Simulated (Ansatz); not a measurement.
The same path of BrH + Cl2GeH2O (8 atoms, charge 0, multiplicity 1) was run 3 times with different band settings. Lost on the way: Ge1–Cl2, Br7–H8. Made: Ge1–Br7, Cl2–H8.

Theory: RKS LDA/def2-SVP in Ansatz.

Relaxed end points:

```xyz
8
Properties=species:S:1:pos:R:3
Ge -0.266 -0.316 -0.103
Cl -0.409 -0.080 2.064
O 1.402 -0.233 -0.566
H 1.838 0.591 -0.220
Cl -1.409 1.292 -0.908
H -0.834 -1.685 -0.482
Br 2.080 2.294 1.303
H 1.063 1.424 1.918
```

```xyz
8
Properties=species:S:1:pos:R:3
Ge -0.282 0.456 -0.351
Cl 1.871 -0.360 2.382
O 1.314 -0.171 -0.633
H 1.745 -0.402 0.233
Cl -0.920 1.287 -2.193
H -1.331 -0.528 0.195
Br -0.140 2.213 1.186
H 1.210 0.790 2.188
```

Common settings: movable images 5; climbing image yes; optimiser quadratic models (default); force threshold 0.05 eV/Å; iteration limit 60; end points relaxed.

| run | spring | start path |
| --- | --- | --- |
| 1 | 5.0 eV/Å² | through a guess of the saddle point |
| 2 | 0.5 eV/Å² | through a guess of the saddle point |
| 3 | 5.0 eV/Å² | straight line |

(1) What does each run give, and how far can it be trusted?

Results:

(1) Run 1: converged after 31 iterations, highest image 1.085 eV above the first end. A vibrational analysis at the climbing image gives one clearly imaginary mode, 223i cm⁻¹: a first-order saddle point.
Run 2: converged after 29 iterations, highest image 1.085 eV above the first end. Another band between the same ends (5 images) ends at a top of the same energy, where a vibrational analysis finds 1 clearly imaginary mode.
Run 3: converged after 25 iterations, highest image 0.911 eV above the first end. The order of the stationary point at the top wasn't checked.
The orbitals stay closed-shell, which can raise the energy where a bond breaks towards radicals; this wasn't checked here.
